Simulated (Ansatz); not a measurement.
These are r2SCAN-D4/def2-TZVP run with Ansatz (a program for electronic structure) values and carry that method's errors. No frequencies were computed at this level.

Ansatz 0.2 input:
```yaml
crystal:
  periodic: [false, false, false]
  atoms:
    - { symbol: O, position_ang: [0.006163, 1.658757, -0.067995] }
    - { symbol: Al, position_ang: [0.000433, 0.000654, 0.000461] }
    - { symbol: O, position_ang: [1.434253, -0.8324, 0.051213] }
    - { symbol: O, position_ang: [-1.440663, -0.822095, 0.018425] }
    - { symbol: H, position_ang: [-0.65629, 2.33445, -0.102706] }
    - { symbol: H, position_ang: [2.353853, -0.606549, 0.044457] }
    - { symbol: H, position_ang: [-1.697748, -1.732819, 0.056144] }
basis:
  gaussian: { orbitals: def2-tzvp }
hamiltonian:
  xc: r2scan
  dispersion: d4
relax:
  max_steps: 150
```

Output:

```
Functional definition: r2SCAN
844 factors; their error is unknown
mean field evaluation 1: about -12773.4388 eV, gradient 1.1e2 eV
mean field evaluation 2: about -12726.4176 eV, gradient 1.9e2 eV
mean field evaluation 4: about -12790.9491 eV, gradient 2.6e0 eV
mean field evaluation 8: about -12790.9608 eV, gradient 1.2e-1 eV
mean field evaluation 16: about -12790.9512 eV, gradient 3.3e-4 eV
mean field -12790.95120576 eV, -470.0587867936 hartree, gradient 6.9e-6 eV, S^2 0.000000; 0 other end points of the search recorded, 0 dependent functions left out
reference -12790.95121823 eV, -470.0587872519 hartree; 20, 20 occupied and 128, 128 virtual orbitals, 844 factors
relax step   1: F+E_penalty+E_count = -12790.97541012 eV  Δ(F+E_penalty+E_count) = +0.000e0 eV  max|allowed force component| = 6.515e-1 eV/Å  Δτ_max = 0.0000 Å  (28 SCF iters, accepted)
these checks for a lower state are left out or cut short: starts, cluster_reference, orbital_swaps, neighbouring_geometries, increment
844 factors; their error is unknown
mean field -12790.97412077 eV, -470.0596289045 hartree, gradient 9.4e-6 eV, S^2 0.000000; 0 other end points of the search recorded, 0 dependent functions left out
reference -12790.97413323 eV, -470.0596293624 hartree; 20, 20 occupied and 128, 128 virtual orbitals, 844 factors
relax step   2: F+E_penalty+E_count = -12790.99827318 eV  Δ(F+E_penalty+E_count) = -2.286e-2 eV  max|allowed force component| = 5.070e-1 eV/Å  Δτ_max = 0.0105 Å  (31 SCF iters, accepted)
these checks for a lower state are left out or cut short: starts, cluster_reference, orbital_swaps, neighbouring_geometries, increment
844 factors; their error is unknown
mean field evaluation 32: about -12791.0157 eV, gradient 1.0e-5 eV
mean field -12791.01568052 eV, -470.0611561972 hartree, gradient 1.0e-5 eV, S^2 0.000000; 0 other end points of the search recorded, 0 dependent functions left out
reference -12791.01569288 eV, -470.0611566515 hartree; 20, 20 occupied and 128, 128 virtual orbitals, 844 factors
relax step   3: F+E_penalty+E_count = -12791.03970172 eV  Δ(F+E_penalty+E_count) = -4.143e-2 eV  max|allowed force component| = 3.513e-1 eV/Å  Δτ_max = 0.0371 Å  (29 SCF iters, accepted)
these checks for a lower state are left out or cut short: starts, cluster_reference, orbital_swaps, neighbouring_geometries, increment
844 factors; their error is unknown
mean field -12791.04960690 eV, -470.0624029686 hartree, gradient 1.2e-5 eV, S^2 0.000000; 0 other end points of the search recorded, 0 dependent functions left out
reference -12791.04961907 eV, -470.0624034162 hartree; 20, 20 occupied and 128, 128 virtual orbitals, 844 factors
relax step   4: F+E_penalty+E_count = -12791.07357146 eV  Δ(F+E_penalty+E_count) = -3.387e-2 eV  max|allowed force component| = 4.336e-2 eV/Å  Δτ_max = 0.0655 Å  (29 SCF iters, accepted)
these checks for a lower state are left out or cut short: starts, cluster_reference, orbital_swaps, neighbouring_geometries, increment
844 factors; their error is unknown
mean field -12791.05133125 eV, -470.0624663374 hartree, gradient 1.1e-5 eV, S^2 0.000000; 0 other end points of the search recorded, 0 dependent functions left out
reference -12791.05134338 eV, -470.0624667831 hartree; 20, 20 occupied and 128, 128 virtual orbitals, 844 factors
relax step   5: F+E_penalty+E_count = -12791.07526192 eV  Δ(F+E_penalty+E_count) = -1.690e-3 eV  max|allowed force component| = 6.674e-3 eV/Å  Δτ_max = 0.0200 Å  (31 SCF iters, accepted)
844 factors; their error is unknown
mean field evaluation 64: about -12791.0513 eV, gradient 2.5e-3 eV
mean field -12791.05133125 eV, -470.0624663374 hartree, gradient 1.1e-5 eV, S^2 0.000000; 1 other end points of the search recorded, 0 dependent functions left out
reference -12791.05134338 eV, -470.0624667831 hartree; 20, 20 occupied and 128, 128 virtual orbitals, 844 factors
Total energy: -12791.07527405 eV, -470.0633462190 hartree
Atom 0 at     0.091793     1.687313    -0.068841 Å, force     0.004767    -0.004283     0.000226 eV/Å
Atom 1 at     0.000064     0.000162     0.000027 Å, force     0.000513    -0.000353    -0.000053 eV/Å
Atom 2 at     1.416244    -0.922552     0.051544 Å, force    -0.006674    -0.001920     0.000003 eV/Å
Atom 3 at    -1.508123    -0.764478     0.017345 Å, force     0.001143     0.006063    -0.000214 eV/Å
Atom 4 at    -0.687801     2.243319    -0.099235 Å, force    -0.004681     0.003964    -0.000194 eV/Å
Atom 5 at     2.288529    -0.526517     0.043342 Å, force     0.005951     0.002795    -0.000025 eV/Å
Atom 6 at    -1.600704    -1.717248     0.055817 Å, force    -0.001020    -0.006265     0.000257 eV/Å
Dipole moment:     0.000202    -0.000150    -0.000024 e Å
```

Cost: about 30 core-seconds (a rough figure).
